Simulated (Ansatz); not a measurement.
Basis sets compared for Al11. Total charge 0; doublet. Geometry PBE-D4/def2-SVP. Ansatz on 6 threads of Intel Xeon on a shared host; times are rough, and most runs start from earlier orbitals.

Cartesian coordinates in Å:
```
Al -1.655 1.665 -1.719
Al 0.736 0.212 -1.800
Al 1.891 0.768 0.526
Al -1.780 -2.597 0.247
Al -0.192 2.650 0.232
Al -0.907 0.259 0.791
Al 0.724 -1.727 0.002
Al -1.603 -0.957 -1.618
Al 1.785 2.607 -1.483
Al -0.644 -1.986 2.429
Al 1.645 -0.894 2.393
```

Another isomer (doublet) lies 0.41 eV lower at PBE0-D4/def2-TZVP; other spin states weren't run for this one.

Binding counts from free atoms (Al doublet) in the same basis, without a counterpoise term.

```
           level  functions  energy (Eh)  HOMO (eV)  LUMO (eV)  binding per atom (eV)  wall time
 PBE-D4/def2-SVP        198   -2664.5655      -4.53      -4.07                   2.49        7 s
PBE0-D4/def2-SVP        198   -2664.7803      -5.10      -3.52                   2.40       19 s
```

Q: Estimate the rows for PBE-D4/def2-TZVP (with forces), PBE0-D4/def2-TZVP.

A: 
```
                         level  functions  energy (Eh)  HOMO (eV)  LUMO (eV)  binding per atom (eV)  wall time
PBE-D4/def2-TZVP (with forces)        407   -2665.5080      -4.41      -3.95                   2.48       20 s
             PBE0-D4/def2-TZVP        407   -2665.7090      -4.97      -3.39                   2.40       69 s
```
